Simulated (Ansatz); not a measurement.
Geometry optimisation, RKS PBE/def2-SVP in Ansatz.

input.yaml

```yaml
crystal:
  periodic: [false, false, false]
  atoms:
    - { symbol: F, position_ang: [-0.9841, -0.2094, 1.9872] }
    - { symbol: Hf, position_ang: [0.0364, -0.088, -0.2905] }
    - { symbol: F, position_ang: [2.0256, -1.0317, 0.3554] }
    - { symbol: F, position_ang: [-1.5349, -0.8295, -1.6994] }
    - { symbol: F, position_ang: [0.5069, 2.085, -0.3941] }
basis:
  gaussian: { orbitals: def2-SVP }
hamiltonian:
  xc: pbe
relax:
  f_tol: 0.02
  max_steps: 40
```

Launched with:

```bash
$ ansatz run input.yaml --threads 1 --pin off --max-ram 2048MiB --backend cpu --events-out ev --progress --plain --runs-dir out
```

Task: Where does it end, and by what steps?

Result: The run converged. After 4 steps the energy has fallen by 5.741 eV; F4 moved furthest, 0.54 Å.

```
step  energy less start (eV)  largest force component (eV/Å)  accepted
   0                  0.0000                           4.769       yes
   1                 -3.7490                           4.019       yes
   2                 -5.5165                           1.370       yes
   3                 -5.7403                           0.082       yes
   4                 -5.7413                           0.009       yes
```

```xyz
5
Properties=species:S:1:pos:R:3
F -0.910 -0.146 1.667
Hf 0.010 -0.015 -0.008
F 1.654 -0.995 0.088
F -1.090 -0.742 -1.398
F 0.386 1.825 -0.390
```

Whether the end is a true minimum wasn't checked by a vibrational analysis.

Time of the run: 16 s on 1 thread of Arm Neoverse V2, with other jobs on the host, peak memory 0.16 GiB.
